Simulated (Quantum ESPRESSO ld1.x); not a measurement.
Species: Cr+. Configuration: [Ne] 3s1.5 3p6 3d5 4d0.5 (fractional occupations, a model configuration). Method: non-relativistic Kohn-Sham, HCTH/120, spin-unpolarised, spherical densities, point nucleus; computed with ld1.x of Quantum ESPRESSO 7.5. Some entries of the table are withheld. Estimate them.

| orbital | occ. | eigenvalue (Ry) | r(max) (bohr) | <r> (bohr) |
|---|---|---|---|---|
| 1s | 2 | -429.621 | (1) | 0.06422 |
| 2s | 2 | -49.4096 | 0.2460 | 0.2956 |
| 2p | 6 | -42.1932 | 0.1986 | 0.2605 |
| 3s | 1.5 | -6.25058 | 0.7824 | 0.9061 |
| 3p | 6 | -4.22872 | 0.7984 | 0.9604 |
| 3d | 5 | (2) | 0.8212 | 1.273 |
| 4s | 0 | -0.87544 | 2.527 | 2.978 |
| 4p | 0 | -0.56970 | 3.140 | 3.738 |
| 4d | 0.5 | -0.25438 | 5.664 | 6.509 |
| 4f | 0 | -0.12372 | 9.122 | 9.930 |
| 5d | 0 | -0.11068 | 12.30 | 12.27 |

Answer. 
(1) 1s r(max) (bohr): 0.04227
(2) 3d eigenvalue (Ry): -1.06456
